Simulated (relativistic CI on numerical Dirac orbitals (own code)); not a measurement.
**Calculated levels, F+**

Computed by Dirac-Coulomb-Breit CI, KLI orbitals optimised for each configuration, model QED (radiative potential, 1s self-energy scaled to tabulated hydrogen-like ionisation energies), valence Slater integrals scaled by 0.85, P86 correlation energy added to each configuration (own radial code, finite nucleus).

Configurations in the expansion (outside the closed core 1s2): 2s²2p⁴, 2s2p⁵, 2s²2p³3s, 2s²2p³3p, 2p⁶, 2s²2p³3d, 2s²2p³4s, 2s²2p³4p, 2s²2p³4d, 2s²2p³4f, 2s²2p²3s², 2s²2p²3s3p, 2s²2p²3p², 2s²2p²3s3d. Levels of other configurations are missing.

The lowest level is 2s²2p⁴ ³P2, with 100 % of that term; Hund's rules for 2s²2p⁴ give ³P with J = 2, in agreement.

```
No.  Configuration  Term  J  E (cm⁻¹)    %  Next component (%)  Landé g       jj configuration (%)
  1         2s²2p⁴    ³P  2       0.0  100                        1.501               2p3/2^2 (68)
  2         2s²2p⁴    ³P  1     335.3  100                        1.501        2p1/2 2p3/2^3 (100)
  3         2s²2p⁴    ³P  0     481.0  100                                            2p3/2^4 (65)
  4         2s²2p⁴    ¹D  2   19562.7  100                        1.000         2p1/2 2p3/2^3 (68)
  5         2s²2p⁴    ¹S  0   38252.4   97            3 2p⁶ ¹S                        2p3/2^2 (64)
  6       2s²2p³3s   ⁵S°  2  175984.7  100                        2.002      2p1/2 2p3/2^2 3s (55)
  7          2s2p⁵   ³P°  2  177330.8   98      1 2s²2p³3d ³P°    1.501            2s 2p3/2^3 (98)
  8          2s2p⁵   ³P°  1  177632.7   98      1 2s²2p³3d ³P°    1.501      2s 2p1/2 2p3/2^4 (65)
  9          2s2p⁵   ³P°  0  177799.0   98      1 2s²2p³3d ³P°               2s 2p1/2 2p3/2^4 (98)
 10       2s²2p³3s   ³S°  1  181652.8  100                        2.002      2p1/2 2p3/2^2 3s (55)
 11       2s²2p³3p    ⁵P  1  201675.5  100                        2.503   2p1/2 2p3/2^2 3p1/2 (46)
 12       2s²2p³3p    ⁵P  2  201686.9  100                        1.835   2p1/2 2p3/2^2 3p1/2 (28)
 13       2s²2p³3p    ⁵P  3  201706.3  100                        1.668   2p1/2 2p3/2^2 3p3/2 (55)
 14       2s²2p³3p    ³P  1  206367.6   99                        1.501   2p1/2 2p3/2^2 3p3/2 (37)
 15       2s²2p³3p    ³P  0  206369.6   99                                2p1/2 2p3/2^2 3p3/2 (68)
 16       2s²2p³3p    ³P  2  206373.5   99                        1.501   2p1/2 2p3/2^2 3p3/2 (31)
 17       2s²2p³3s   ³D°  3  209028.9  100                        1.334     2p1/2 2p3/2^2 3s (100)
 18       2s²2p³3s   ³D°  2  209051.9  100                        1.167      2p1/2 2p3/2^2 3s (67)
 19       2s²2p³3s   ³D°  1  209066.7  100                        0.499      2p1/2 2p3/2^2 3s (44)
 20       2s²2p³3s   ¹D°  2  211874.4  100                        1.000      2p1/2 2p3/2^2 3s (77)
 21       2s²2p³3d   ⁵D°  4  229416.8  100                        1.501   2p1/2 2p3/2^2 3d5/2 (56)
 22       2s²2p³3d   ⁵D°  3  229417.9  100                        1.501   2p1/2 2p3/2^2 3d5/2 (33)
 23       2s²2p³3d   ⁵D°  2  229419.2  100                        1.501   2p1/2 2p3/2^2 3d3/2 (39)
 24       2s²2p³3d   ⁵D°  1  229420.3  100                        1.501   2p1/2 2p3/2^2 3d3/2 (50)
 25       2s²2p³3d   ⁵D°  0  229420.9  100                                2p1/2 2p3/2^2 3d3/2 (56)
 26       2s²2p³3s   ³P°  0  230139.1   99      1 2s²2p³3d ³P°               2p1/2 2p3/2^2 3s (99)
 27       2s²2p³3s   ³P°  1  230140.1   99      1 2s²2p³3d ³P°    1.501      2p1/2 2p3/2^2 3s (66)
 28       2s²2p³3s   ³P°  2  230145.0   99      1 2s²2p³3d ³P°    1.501            2p3/2^3 3s (51)
 29       2s²2p³3d   ³D°  1  230784.1  100                        0.499   2p1/2 2p3/2^2 3d5/2 (51)
 30       2s²2p³3d   ³D°  2  230785.6  100                        1.167   2p1/2 2p3/2^2 3d5/2 (37)
 31       2s²2p³3d   ³D°  3  230788.6  100                        1.334   2p1/2 2p3/2^2 3d3/2 (33)
 32       2s²2p³3s   ¹P°  1  231859.6   94         5 2s2p⁵ ¹P°    1.000            2p3/2^3 3s (33)
 33       2s²2p³3p    ¹P  1  233336.7   70               30 ³D    0.851   2p1/2 2p3/2^2 3p1/2 (33)
 34       2s²2p³3p    ³D  2  233418.7  100                        1.165   2p1/2 2p3/2^2 3p1/2 (39)
 35       2s²2p³3p    ³D  3  233426.3   99                        1.333   2p1/2 2p3/2^2 3p3/2 (71)
 36       2s²2p³3p    ³D  1  233447.7   70               30 ¹P    0.648   2p1/2 2p3/2^2 3p3/2 (67)
 37       2s²2p³3p    ³F  4  234021.6  100                        1.250  2p1/2 2p3/2^2 3p3/2 (100)
 38       2s²2p³3p    ³F  3  234024.9   99                        1.084   2p1/2 2p3/2^2 3p1/2 (44)
 39       2s²2p³3p    ³F  2  234027.7  100                        0.667   2p1/2 2p3/2^2 3p1/2 (34)
 40       2s²2p³4s   ⁵S°  2  234298.5  100                        2.002      2p1/2 2p3/2^2 4s (55)
 41       2s²2p³3p    ¹F  3  234679.0  100                        1.000   2p1/2 2p3/2^2 3p3/2 (45)
 42       2s²2p³4s   ³S°  1  236253.9  100                        2.002      2p1/2 2p3/2^2 4s (55)
 43       2s²2p³3p    ³P  2  237473.2   80      20 2s²2p³4p ³P    1.501   2p1/2 2p3/2^2 3p1/2 (40)
 44       2s²2p³3p    ³P  1  237510.2   80      19 2s²2p³4p ³P    1.501   2p1/2 2p3/2^2 3p3/2 (49)
 45       2s²2p³3p    ³P  0  237524.9   81      19 2s²2p³4p ³P                    2p3/2 3p3/2 (27)
 46       2s²2p³3p    ¹D  2  242620.2   97       2 2s²2p³4p ¹D    1.000   2p1/2 2p3/2^2 3p3/2 (54)
 47       2s²2p³4p    ⁵P  1  242824.4  100                        2.503   2p1/2 2p3/2^2 4p1/2 (46)
 48       2s²2p³4p    ⁵P  2  242828.3  100                        1.835   2p1/2 2p3/2^2 4p1/2 (28)
 49       2s²2p³4p    ⁵P  3  242834.8  100                        1.668   2p1/2 2p3/2^2 4p3/2 (55)
 50          2s2p⁵   ¹P°  1  245428.5   73     21 2s²2p³3d ¹P°    1.000            2s 2p3/2^3 (48)
 51       2s²2p³4p    ³P  0  246207.0   78      22 2s²2p³3p ³P            2p1/2 2p3/2^2 4p3/2 (51)
 52       2s²2p³4p    ³P  1  246226.0   78      22 2s²2p³3p ³P    1.501   2p1/2 2p3/2^2 4p3/2 (31)
 53       2s²2p³4p    ³P  2  246269.8   78      22 2s²2p³3p ³P    1.501   2p1/2 2p3/2^2 4p3/2 (24)
 54       2s²2p³4d   ⁵D°  4  252606.5  100                        1.501   2p1/2 2p3/2^2 4d5/2 (56)
 55       2s²2p³4d   ⁵D°  3  252607.0  100                        1.501   2p1/2 2p3/2^2 4d5/2 (33)
 56       2s²2p³4d   ⁵D°  2  252607.7  100                        1.501   2p1/2 2p3/2^2 4d3/2 (39)
 57       2s²2p³4d   ⁵D°  1  252608.2  100                        1.501   2p1/2 2p3/2^2 4d3/2 (50)
 58       2s²2p³4d   ⁵D°  0  252608.5  100                                2p1/2 2p3/2^2 4d3/2 (56)
 59       2s²2p³4d   ³D°  1  253390.8   99      1 2s²2p³3d ³D°    0.499   2p1/2 2p3/2^2 4d5/2 (50)
 60       2s²2p³4d   ³D°  2  253391.3   99      1 2s²2p³3d ³D°    1.167   2p1/2 2p3/2^2 4d5/2 (38)
 61       2s²2p³4d   ³D°  3  253393.0   99      1 2s²2p³3d ³D°    1.334   2p1/2 2p3/2^2 4d3/2 (33)
 62       2s²2p³3p    ³S  1  254361.7  100                        2.002   2p1/2 2p3/2^2 3p3/2 (29)
 63       2s²2p³3p    ³D  1  254969.1   99                        0.501   2p1/2 2p3/2^2 3p1/2 (79)
 64       2s²2p³3p    ³D  2  254973.4  100                        1.167   2p1/2 2p3/2^2 3p3/2 (50)
 65       2s²2p³3p    ³D  3  254976.1  100                        1.334         2p3/2^3 3p3/2 (50)
 66       2s²2p³4f    ⁵F  5  255135.2  100                        1.401   2p1/2 2p3/2^2 4f7/2 (56)
 67       2s²2p³4f    ⁵F  4  255135.3  100                        1.351   2p1/2 2p3/2^2 4f7/2 (35)
 68       2s²2p³4f    ⁵F  3  255135.3  100                        1.250   2p1/2 2p3/2^2 4f5/2 (37)
 69       2s²2p³4f    ⁵F  2  255135.4  100                        1.000   2p1/2 2p3/2^2 4f5/2 (48)
 70       2s²2p³4f    ⁵F  1  255135.5  100                       -0.002   2p1/2 2p3/2^2 4f5/2 (56)
```

Energies count from the lowest computed level; ° marks odd parity. Filled j subshells are mostly left out of the jj labels.

The mean weight of the leading LS term, summed over parents, in these 70 levels is 96 %, and that of the leading jj configuration (from the same eigenvectors) 53 %, so LS coupling describes them better.

For a near-neutral ion this model can misplace configurations by up to about 10,000 cm⁻¹ (more where the count of f electrons changes) and terms by 10 to 25 % of their spread. Rates follow the energies as ν³ (E1, M1) or ν⁵ (E2), so they and the lifetimes can be off by large factors. The fine structure of a lone outer electron comes out too small, for d and f at times inverted, and misplaced configurations move strength between like terms. 23 of the 23 excited levels that our extract of the measured tables holds in this range could be paired (the sources list more); they are missed by 3118 cm⁻¹ on average and 12533 at most, and levels without a partner can miss by more.

Landé's interval rule says that E(J) − E(J−1) = AJ with one A. For the ground term the intervals give A = -145.7, -167.6 cm⁻¹ for J = 1, 2; the multiplet is inverted.
